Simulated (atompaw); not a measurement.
C: PAW (atompaw) pseudisation with LDA (PW92), scalar-relativistic reference atom.

The input file (atompaw 4.2.0.5):

```
C 6
LDA-PW scalarrelativistic loggrid 1500 logderivrange -3 5 201
2 2 0 0 0 0
2 1 2
0 0 0
c
v
v
1
1.90 1.90 1.40 1.90
y
-0.4
n
y
-0.1
n
custom rrkj gramschmidtortho sinc
bessel
1.90
1.30
1.90
1.90
PWSCFOUT
UPFDX 0.0125d0 UPFXMIN -7.d0 UPFZMESH 6.d0
END
```

Command:

```bash
atompaw < C.input > C.log
```

Output (summary file):

```
Completed calculations for C (AE)

 Exchange-correlation type: LDA, Perdew-Wang correlation

 Radial integration grid is logarithmic
 r0 =   1.2320561E-03 h =   7.3923368E-03   n =      1500 rmax =   8.0000000E+01

 Scalar relativistic calculation

 AEatom converged in  27 iterations
   nz     =   6.00
   delta  =       1.981890585544E-17

 All Electron Orbital energies:
  n  l      occupancy      energy
  1  0      2.0000000E+00 -1.9903940E+01
  2  0      2.0000000E+00 -1.0024705E+00
  2  1      2.0000000E+00 -3.9805830E-01

 Total energy
   Total                    :      -74.88119142457285

 ---
 Completed calculations for C (SC)

 Exchange-correlation type: LDA, Perdew-Wang correlation

 Radial integration grid is logarithmic
 r0 =   1.2320561E-03 h =   7.3923368E-03   n =      1500 rmax =   8.0000000E+01

 Scalar relativistic calculation

 SCatom converged in   1 iterations
   nz     =   6.00
   delta  =       2.942812583186E-19

 Valence Electron Orbital energies:
  n  l      occupancy      energy
   2  0      2.0000000E+00 -1.0024705E+00
   2  1      2.0000000E+00 -3.9805830E-01

 Total energy
   Total                    :      -74.88119142410564
   Valence                  :      -17.07637637485317

 PAW parameters:
       lmax =            1
         rc =    1.9122256902262804
        irc =          995
   rc_shape =    1.9122256902262804
    rc_vloc =    1.4015168243434655
    rc_core =    1.9122256902262804
   Vloc: truncated form - Vps(r)=A.sin(qr)/r for r<rc
   Projector type: RRKJ pseudization + Gram-Schmidt ortho.
   Sinc^2 compensation charge shape zeroed at rc

 Number of basis functions     4
 No.   n  nodes  l      Energy         Cp coeff         Occ
  1    2    1    0   -0.1002470E+01  0.1000000E+01  0.2000000E+01
  2  999    2    0   -0.4000000E+00  0.3035107E-01  0.0000000E+00
  3    2    0    1   -0.3980583E+00  0.1000000E+01  0.2000000E+01
  4  999    1    1   -0.1000000E+00 -0.7258975E-03  0.0000000E+00

 Eigenvalues of overlap operator (in the basis of projectors):
    1        1.08398522E-01
    2        6.34729430E-01
    3        3.85788132E+00
    4        5.64401819E+00

 Orbital leakage outside PAW augmentation regions
   orb  is_core?  %out_of_sphere
   1 0    T           0.00
   2 0    F          27.08
   2 1    F          36.85

 Summary of PAW energies
   Total valence energy     :    -17.07638607105366
   Smooth energy            :      4.29023471238074
   One center               :    -21.36662078343440
   Smooth kinetic           :      5.02419469780051
   Vloc energy              :      0.09736950055004
   Smooth exch-corr         :     -2.78681863410762
   One-center xc            :     -6.67232573628128
```

The run took about 1.7 s on one core of a shared server CPU.
